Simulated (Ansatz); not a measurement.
Cost and result up the ladder for `c1c[se]c(-c2ccc(-c3ccc(-c4ccc(-c5ccc(-c6ccc[se]6)[se]5)[se]4)[se]3)[se]2)c1` (44 atoms). Charge 0, multiplicity 1. Geometry: r2SCAN-D4/def2-SVP.

Ansatz on 2 threads of AMD EPYC 7R13 on a shared host and a share (18 GiB) of an NVIDIA H100 80GB HBM3. Times are rough, and most runs start from the orbitals of an earlier one. No level here is sound enough to serve as a yardstick. Binding counts from free atoms at the same level (C triplet, Se triplet, H doublet; other spins of the atoms weren't run), without zero-point energy or a counterpoise term.

The 6-31G sets use Cartesian d functions. B3LYP takes the VWN-RPA correlation. Single mean-field runs in 6-31G, def2-SVP, def2-TZVP are fitted with def2-universal-jkfit.

```
                            level  functions  wall time  binding energy per atom (eV)
                         HF/6-31G        418      3.2 s                          3.27
                  PBE-D4/def2-SVP        598      4.3 s                          5.34
                   B3LYP-D4/6-31G        418      4.6 s                          4.88
             LDA (SPW92)/def2-SVP        598        5 s                          6.00
               r2SCAN-D4/def2-SVP        598      5.5 s                          5.13
                 PBE-D4/def2-TZVP       1116      7.5 s                          5.27
              r2SCAN0-D4/def2-SVP        598      7.5 s                          5.02
   PBE0-D4/def2-SVP (with forces)        598        8 s                          5.19
                PBE0-D4/def2-TZVP       1116      9.5 s                          5.12
r2SCANh-D4/def2-SVP (with forces)        598       11 s                          5.09
```
